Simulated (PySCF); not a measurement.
Bonds (- single, = double, # triple, : aromatic): C1-S2 1.804 Å, S2-C3 1.805 Å, S2-Al4 2.469 Å. C1 carries H5, H6, H7; C3 carries H8, H9, H10; Al4 carries H11, H12, H13. Formal charges: S2 +1, Al4 -1.

Geometry: PBE0-D3(BJ)/def2-SVP; GIAO absolute shieldings from PySCF 2.14, gas phase, non-relativistic, averaged over equivalent atoms.

At B97-D/pcSseg-2 (284 basis functions, 37 s wall time on 1 thread of an Arm Neoverse V2, shared host):
```json
{"atoms": "C1/C3", "σ (ppm)": "152.9"}
{"atoms": "S2", "σ (ppm)": "533.1"}
{"atoms": "Al4", "σ (ppm)": "421.3"}
{"atoms": "H11/H12/H13", "σ (ppm)": "27.52"}
{"atoms": "H5/H6/H7/H8/H9/H10", "σ (ppm)": "29.18"}
```

Predict the values at PBE0/pcSseg-2 on the same geometry.

Answers


| atoms | σ at PBE0/pcSseg-2 | change |
| --- | --- | --- |
| C1/C3 | 159.9 | +7.0 |
| S2 | 565.9 | +32.8 |
| Al4 | 414.0 | -7.3 |
| H11/H12/H13 | 27.25 | -0.27 |
| H5/H6/H7/H8/H9/H10 | 29.09 | -0.09 |

The largest change is at S2 (sulfur bonded to 2 C, Al). Cost: 284 basis functions, 30 s wall time on 1 thread of an Arm Neoverse V2, shared host.
